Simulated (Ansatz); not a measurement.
Reaction (cleavage of the Si–Al bond): `C[O][AlH][SiH2][SiH3]` + `O[SiH2]F` → `F[SiH2]O[SiH2][SiH3]` + `C[O][AlH2]`

Isolated molecules relaxed with PBE0-D4/def2-TZVP in Ansatz; ΔE leaves out vibrations. CBS: MP2 limit from def2 TZ/QZ plus the TZ coupled-cluster correction, frozen cores. Functionals use def2-TZVPP. B3LYP here is the variant with VWN-RPA as its local correlation; programs differ in this. One conformer a species, not always the lowest.

CCSD(T)/CBS gives -77.6 kJ/mol.

(1) Another level gave -82.3 kJ/mol. Which?
A. r2SCAN-D4/def2-TZVPP
B. SCS-MP2/def2-TZVPP
C. CCSD(T)/def2-TZVPP
D. B3LYP-D4/def2-TZVPP

Largest T1 diagnostic among the species: 0.014.

## Answers

(1) D. B3LYP-D4 -82.3, r2SCAN-D4 -70.7, CCSD(T)/def2-TZVPP -76.2, SCS-MP2/def2-TZVPP -89.5 kJ/mol.

From PBE to PBE0 (25 % exact exchange), in def2-TZVPP and without D4, ΔE moves by −8.1 kJ/mol. In def2-TZVPP, CCSD(T) changes the Hartree–Fock value by +32.2 kJ/mol (the triples alone add +4.8 kJ/mol) and MP2 by +25.8 kJ/mol.
